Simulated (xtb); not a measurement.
Input for xtb: GFN2-xTB on CH5BOSe (SMILES COB[SeH]), a point of a torsion scan.

```
$ xtb mol.xyz --gfn 2 --opt vtight --chrg 0 --uhf 0 --input xcontrol
9

C     -1.08347744    -0.64858540    -0.07902999
O     -0.25594517     0.00666027    -0.98581397
B     -0.37918823    -0.55780809    -2.33683310
Se    -2.11268557    -0.16504773    -3.29858959
H     -0.64520086    -1.61477643     0.27275238
H     -2.03286550    -0.93344685    -0.57867332
H     -1.24943962    -0.04260353     0.84179440
H      0.20773014    -1.57835103    -2.51772592
H     -2.28084239     1.36952951    -3.29973236
$constrain
  force constant=1.0
  dihedral: 5,1,2,3,80.0
$end
```

The log:

```
[...]
           -------------------------------------------------
          |                Calculation Setup                |
           -------------------------------------------------



           -------------------------------------------------
          |                 G F N 2 - x T B                 |
           -------------------------------------------------

        Reference                      10.1021/acs.jctc.8b01176
      * Hamiltonian:
        H0-scaling (s, p, d)           1.850000    2.230000    2.230000
        zeta-weighting                 0.500000
      * Dispersion:
        s8                             2.700000
        a1                             0.520000
        a2                             5.000000
        s9                             5.000000
      * Repulsion:
        kExp                           1.500000    1.000000
        rExp                           1.000000
      * Coulomb:
        alpha                          2.000000
        third order                    shell-resolved
        anisotropic                    true
        a3                             3.000000
        a5                             4.000000
        cn-shift                       1.200000
        cn-exp                         4.000000
        max-rad                        5.000000


          ...................................................
          :                      SETUP                      :
          :.................................................:
          :  # basis functions                  27          :
          :  # atomic orbitals                  26          :
          :  # shells                           14          :
          :  # electrons                        24          :
          :  max. iterations                   250          :
          :  Hamiltonian                  GFN2-xTB          :
          :  restarted?                      false          :
          :  GBSA solvation                  false          :
          :  PC potential                    false          :
          :  electronic temp.          300.0000000     K    :
          :  accuracy                    1.0000000          :
          :  -> integral cutoff          0.2500000E+02      :
          :  -> integral neglect         0.1000000E-07      :
          :  -> SCF convergence          0.1000000E-05 Eh   :
          :  -> wf. convergence          0.1000000E-03 e    :
          :  Broyden damping             0.4000000          :
          :  net charge                          0          :
          :  unpaired electrons                  0          :
          ...................................................

 iter      E             dE          RMSdq      gap      omega  full diag
   1    -12.9411482 -0.129411E+02  0.894E+00    4.44       0.0  T
   2    -13.0037505 -0.626024E-01  0.795E+00    1.35       1.0  T
   3    -13.1964538 -0.192703E+00  0.447E+00    3.28       1.0  T
   4    -13.2350226 -0.385688E-01  0.220E+00    2.53       1.0  T
   5    -13.2277634  0.725917E-02  0.107E+00    2.82       1.0  T
   6    -13.2357803 -0.801681E-02  0.267E-01    2.52       1.0  T
   7    -13.2357951 -0.148919E-04  0.861E-02    2.51       1.0  T
   8    -13.2357977 -0.259261E-05  0.416E-02    2.51       1.0  T
   9    -13.2357989 -0.112730E-05  0.227E-02    2.52       1.5  T
  10    -13.2357999 -0.100082E-05  0.641E-03    2.53       5.2  T
  11    -13.2357999 -0.797286E-07  0.140E-03    2.52      23.8  T
  12    -13.2357999  0.131397E-08  0.869E-04    2.52      38.4  T
  13    -13.2357999 -0.361185E-08  0.434E-04    2.52      76.8  T

   *** convergence criteria satisfied after 13 iterations ***

         #    Occupation            Energy/Eh            Energy/eV
      -------------------------------------------------------------
         1        2.0000           -0.7482171             -20.3600
       ...           ...                  ...                  ...
         6        2.0000           -0.5402539             -14.7011
         7        2.0000           -0.5104657             -13.8905
         8        2.0000           -0.4760303             -12.9534
         9        2.0000           -0.4616300             -12.5616
        10        2.0000           -0.4464895             -12.1496
        11        2.0000           -0.4069679             -11.0742
        12        2.0000           -0.3919747             -10.6662 (HOMO)
        13                         -0.2992239              -8.1423 (LUMO)
        14                         -0.2056835              -5.5969
        15                         -0.1240459              -3.3755
        16                         -0.0290815              -0.7913
        17                          0.0045847               0.1248
       ...                                ...                  ...
        26                          0.7524063              20.4740
      -------------------------------------------------------------
                  HL-Ga
[...]

 molecular gradient             ...        0 min,  0.002 sec ( 37.569%)
 printout                       ...        0 min,  0.000 sec (  2.244%)

         :::::::::::::::::::::::::::::::::::::::::::::::::::::
         ::                     SUMMARY                     ::
         :::::::::::::::::::::::::::::::::::::::::::::::::::::
         :: total energy             -13.217619605188 Eh    ::
         :: gradient norm              0.000035945856 Eh/a0 ::
         :: HOMO-LUMO gap              4.517027558808 eV    ::
         ::.................................................::
         :: SCC energy               -13.317563152287 Eh    ::
         :: -> isotropic ES            0.043034958882 Eh    ::
         :: -> anisotropic ES         -0.001318069948 Eh    ::
         :: -> anisotropic XC          0.001048942700 Eh    ::
         :: -> dispersion             -0.004174645816 Eh    ::
         :: repulsion energy           0.099942780900 Eh    ::
         :: add. restraining           0.000000766199 Eh    ::
         :: total charge               0.000000000000 e     ::
         :::::::::::::::::::::::::::::::::::::::::::::::::::::

           -------------------------------------------------
          |                Property Printout                |
           -------------------------------------------------

    * Orbital Energies and Occupations

         #    Occupation            Energy/Eh            Energy/eV
      -------------------------------------------------------------
         1        2.0000           -0.7354981             -20.0139
         2        2.0000           -0.7211778             -19.6242
         3        2.0000           -0.6535229             -17.7833
         4        2.0000           -0.5871303             -15.9766
         5        2.0000           -0.5641431             -15.3511
         6        2.0000           -0.5635962             -15.3362
         7        2.0000           -0.5071834             -13.8012
         8        2.0000           -0.4725650             -12.8591
         9        2.0000           -0.4715934             -12.8327
        10        2.0000           -0.4536059             -12.3432
        11        2.0000           -0.4182382             -11.3808
        12        2.0000           -0.3815166             -10.3816 (HOMO)
        13                         -0.2155189              -5.8646 (LUMO)
        14                         -0.1847013              -5.0260
        15                         -0.0646649              -1.7596
        16                         -0.0042470              -0.1156
        17                          0.0112984               0.3074
        18                          0.0975991               2.6558
        19                          0.0994580               2.7064
        20                          0.1197415               3.2583
        21                          0.1748559               4.7581
        22                          0.1809544               4.9240
        23                          0.3088026               8.4029
       ...                                ...                  ...
        26                          0.9968852              27.1266
      -------------------------------------------------------------
                  HL-Gap            0.1659977 Eh            4.5170 eV
             Fermi-level           -0.2985177 Eh           -8.1231 eV

     #   Z          covCN         q      C6AA      α(0)
     1   6 C        3.639     0.032    20.393     6.495
     2   8 O        1.656    -0.303    19.060     5.894
     3   5 B        2.642     0.380    16.243     6.798
     4  34 Se       1.844    -0.321   246.738    27.371
     5   1 H        0.924     0.053     2.283     2.363
     6   1 H        0.924     0.045     2.382     2.414
     7   1 H        0.925     0.064     2.151     2.293
     8   1 H        0.937    -0.115     6.125     3.869
     9   1 H        0.925     0.165     1.295     1.779

 Mol. C6AA /au·bohr⁶  :       1339.407497
 Mol. C8AA /au·bohr⁸  :      52562.662390
 Mol. α(0) /au        :         59.278081


Wiberg/Mayer (AO) data.
largest (>0.10) Wiberg bond orders for each atom

 ---------------------------------------------------------------------------
     #   Z sym  total        # sym  WBO       # sym  WBO       # sym  WBO
 ---------------------------------------------------------------------------
     1   6 C    3.941 --     7 H    0.981     6 H    0.980     5 H    0.977
                             2 O    0.968
     2   8 O    2.358 --     3 B    1.308     1 C    0.968
     3   5 B    3.382 --     2 O    1.308     4 Se   1.069     8 H    0.964
     4  34 Se   2.102 --     3 B    1.069     9 H    0.955
     5   1 H    0.997 --     1 C    0.977
     6   1 H    0.998 --     1 C    0.980
     7   1 H    0.996 --     1 C    0.981
     8   1 H    0.987 --     3 B    0.964
     9   1 H    0.973 --     4 Se   0.955
 ---------------------------------------------------------------------------

Topologies differ in total number of bonds
Writing topology from bond orders to xtbtopo.mol

molecular dipole:
                 x           y           z       tot (Debye)
 q only:        0.012      -0.085       1.054
   full:        0.189      -0.416       1.692       4.456
molecular quadrupole (traceless):
                xx          xy          yy          xz          yz          zz
 q only:        3.960      -0.379       4.794      -2.839      -1.351      -8.754
  q+dip:        8.156       0.825      10.067      -7.621       3.290     -18.222
   full:        7.784       0.863       9.747      -7.228       2.623     -17.532

           -------------------------------------------------
          |                Geometry Summary                 |
           -------------------------------------------------

      molecular mass/u    :      122.8202612
   center of mass at/Å    :       -1.3266446       0.0356137      -2.9101498
  moments of inertia/u·Å² :        0.1449036E+02   0.2912590E+03   0.3025524E+03
rotational constants/cm⁻¹ :        0.1163369E+01   0.5787849E-01   0.5571805E-01

 * 8 selected distances

     #   Z          #   Z                                           value/Å
     1   6 C        2   8 O                                       1.4086292
     2   8 O        3   5 B                                       1.3261006
     3   5 B        4  34 Se                                      1.9234606 (max)
     1   6 C        5   1 H                                       1.0926071
     1   6 C        6   1 H                                       1.0923768
     1   6 C        7   1 H                                       1.0901766 (min)
     3   5 B        8   1 H                                       1.1746271
     4  34 Se       9   1 H                                       1.4353035

 * 6 distinct bonds (by element types)

   Z      Z             #   av. dist./Å        max./Å        min./Å
   1 H    5 B           1     1.1746271     1.1746271     1.1746271
   1 H    6 C           3     1.0917202     1.0926071     1.0901766
   5 B    8 O           1     1.3261006     1.3261006     1.3261006
   6 C    8 O           1     1.4086292     1.4086292     1.4086292
Note: The following floating-point exceptions are signalling: IEEE_UNDERFLOW_FLAG IEEE_DENORMAL
normal termination of xtb
   1 H   34 Se          1     1.4353035     1.4353035     1.4353035
   5 B   34 Se          1     1.9234606     1.9234606     1.9234606


optimized geometry written to: xtbopt.xyz


           -------------------------------------------------
          | TOTAL ENERGY              -13.217619605188 Eh   |
          | GRADIENT NORM               0.000035945856 Eh/α |
          | HOMO-LUMO GAP               4.517027558808 eV   |
           -------------------------------------------------

------------------------------------------------------------------------
------------------------------------------------------------------------
 total:
 SCF:
 ANC optimizer:
```

The run finished.

Warnings raised: the energy holds the restraint's term.

Cost: very roughly 0.27 core-seconds.
